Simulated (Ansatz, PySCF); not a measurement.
Gas-phase reaction in SMILES: C#CO -> [C-]#CO + H+
Geometries: B3LYP-D3(BJ)/def2-TZVP minima from Ansatz (an electronic-structure program).
Geometry of the first species:
```xyz
5

C      1.3080    -0.1153    -0.1364
C      0.1216    -0.0059    -0.0156
O     -1.1689     0.1846     0.0722
H      2.3584    -0.2191    -0.2392
H     -1.5848    -0.5301     0.5735
```

Wanted: gas-phase deprotonation energy (electronic energy difference), in kcal/mol. Correlated levels leave the core frozen unless marked. Spin-orbit coupling is left out. Non-relativistic. Anions need diffuse functions: aug- sets have them; def2-D sets add few; the other sets have none. Basis-set limits of correlation are two-point, X^-3; Hartree-Fock from the larger set. [CCSD(T)-MP2]/basis is that difference in the basis named.

```json
[
 {"level": "HF/STO-3G", "program": "Ansatz", "gas-phase deprotonation energy (kcal/mol)": "494.6", "minus last row": "107.1"},
 {"level": "HF/aug-cc-pVDZ", "program": "Ansatz", "gas-phase deprotonation energy (kcal/mol)": "390.3", "minus last row": "2.8"},
 {"level": "BP86/def2-TZVPD", "program": "PySCF", "gas-phase deprotonation energy (kcal/mol)": "387.3", "minus last row": "-0.2"},
 {"level": "B3LYP/def2-TZVPD", "program": "Ansatz", "gas-phase deprotonation energy (kcal/mol)": "389.8", "minus last row": "2.3"},
 {"level": "TPSSh-D3(BJ)/def2-TZVPD", "program": "PySCF + dftd3", "gas-phase deprotonation energy (kcal/mol)": "391.4", "minus last row": "3.9"},
 {"level": "CCSD/cc-pVQZ", "program": "Ansatz", "gas-phase deprotonation energy (kcal/mol)": "392.8", "minus last row": "5.3"},
 {"level": "RI-MP2/CBS(aug-cc-pVTZ,aug-cc-pVQZ)+[CCSD(T)-MP2]/aug-cc-pVTZ", "program": "Ansatz", "gas-phase deprotonation energy (kcal/mol)": "387.5", "minus last row": "0.0"}
]
```
